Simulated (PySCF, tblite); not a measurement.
Compound: C7H9NO (charge +1 and doublet state).
Geometry (GFN2-xTB, Å), atoms numbered from 1 in this order:
```
atom  x, y, z in Å
C1    -2.9097   -1.2288    1.0486
C2    -2.1475   -0.7643    0.2380
C3    -1.2275   -0.1951   -0.6955
C4    -0.5951    1.1636   -0.3606
C5     0.8035    0.6111   -0.7325
N6     1.8104    0.7760    0.3011
C7     2.0955   -0.1449    1.2105
O8     1.5617   -1.2267    1.3478
C9     0.1898   -0.7795   -0.8815
H10   -3.5587   -1.6514    1.7616
H11   -1.7255   -0.2055   -1.6766
H12   -0.6959    1.4437    0.6862
H13   -0.9253    1.9915   -0.9855
H14    1.2122    1.0154   -1.6622
H15    2.3200    1.6491    0.2966
H16    2.9192    0.1444    1.8883
H17    0.4613   -1.4052   -0.0032
H18    0.4030   -1.3336   -1.7926
```

Jobs on this species (18 atoms, 65 electrons) with PySCF (density fitting) and tblite. Hardware of each: Arm Neoverse V1, one thread (shared host). The host was shared with other jobs, so the times are rough.

| level and settings | work | basis functions | SCF cycles | wall time |
| --- | --- | --- | --- | --- |
| GFN2-xTB | Hessian by finite differences | – | – | 0.66 s |
| UKS B3LYP, pcH-1 on C H N O, non-relativistic, mean-field spin-orbit, GIAO | unrestricted SCF, g, hyperfine, density and orbital grids written | 315 | ? | ? |
| GFN2-xTB | L-BFGS relaxation | – | – | 1.2 s |

Problem. Fill in the missing figures.

Solution. 
- UKS B3LYP, pcH-1 on C H N O, non-relativistic, mean-field spin-orbit, GIAO; unrestricted SCF, g, hyperfine, density and orbital grids written: 2.1 min, 25 SCF cycles

Problem. What do all jobs in the table cost together?

Solution. About 2.1 min; the longest takes about 99 % of that, and about 190 times as long as the shortest.
